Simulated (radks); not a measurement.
Values are calculated unless marked as measured or tabulated.
The arsenic ion As0.75+, 32.25 electrons, occupied as [Ar] 3d10 4s(up 1, down 0.25) 4p3 (fractional occupations, a model configuration). Level of theory: non-relativistic Kohn-Sham, r2SCAN, spin-polarised, spherical densities, point nucleus; open shells are filled with parallel spins first; meta-GGA in the generalised Kohn-Sham scheme (a radial shooting solver on a logarithmic mesh with Libxc functionals).

Radial electron density D(r) = 4 pi r^2 rho(r):

r (bohr)  D(r) (e/bohr)  spin D(r)
0.001525         0.6529   0.000317
0.002002          1.090   0.000529
0.002628          1.802   0.000875
0.003449          2.941    0.00143
0.004491          4.655    0.00226
0.005895          7.312    0.00355
0.007738          11.16    0.00541
0.01016           16.40    0.00796
0.01333           22.95     0.0112
0.0175            30.13     0.0148
0.02297           36.48     0.0187
0.03015           39.98     0.0229
0.03926           39.30     0.0294
0.05153           35.45     0.0441
0.06764           32.76     0.0740
0.08878           35.99      0.116
0.1165            43.87      0.139
0.153             47.15     0.0936
0.2008            39.06   -0.00688
0.2635            27.27    -0.0127
0.3431            25.09      0.176
0.4504            30.19      0.333
0.5912            28.49      0.148
0.776             17.89    -0.0422
1.019             8.026      0.421
1.337             3.826       1.44
1.755             2.791       2.07
2.303             1.953       1.70
2.999            0.9306      0.852
3.937            0.2505      0.236
5.168           0.03411     0.0328
6.783          0.002047    0.00200

D(r) has 3 maxima, at r = 0.0329, 0.146, 0.496 bohr, and minima at 0.0682, 0.314 bohr, inside which lie 2.09, 11.01 electrons.
